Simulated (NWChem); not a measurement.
# Lowest excitation of FGe (+1)

```xyz
2

F      0.0000     0.0000     1.3227
Ge     0.0000     0.0000    -0.3720
```
Charge +1, spin multiplicity 1.

Program: NWChem. Structure: optimised with B3LYP/def2-SVP, a minimum by its harmonic frequencies.

Basis set: def2-SVPD. CR-EOMCCSD(T) is the triples correction to the same EOM-CCSD root.

```json
[
 {"method": "TD-PBE", "lowest vertical singlet excitation energy (eV)": "6.54", "difference from EOM-CCSD": "-0.39"},
 {"method": "CIS", "lowest vertical singlet excitation energy (eV)": "7.53", "difference from EOM-CCSD": "+0.60"},
 {"method": "TDA-BHandHLYP", "lowest vertical singlet excitation energy (eV)": "7.25", "difference from EOM-CCSD": "+0.32"},
 {"method": "TD-B3LYP", "lowest vertical singlet excitation energy (eV)": "6.76", "difference from EOM-CCSD": "-0.17"},
 {"method": "EOM-CCSD", "lowest vertical singlet excitation energy (eV)": "6.93", "difference from EOM-CCSD": "0.00"},
 {"method": "CR-EOMCCSD(T)", "lowest vertical singlet excitation energy (eV)": "6.91", "difference from EOM-CCSD": "-0.02"}
]
```

The values span 0.99 eV, from TD-PBE (lowest) to CIS (highest). 

The Hamiltonian is non-relativistic. The correlated methods keep 10 core orbitals frozen. B3LYP has NWChem's definition, with VWN1-RPA local correlation. The spin multiplicity of the parent species was assumed, not shown to be that of its ground state. The structure started from a generated list of species. Coupled-cluster values serve here as a point of comparison, not as the truth.
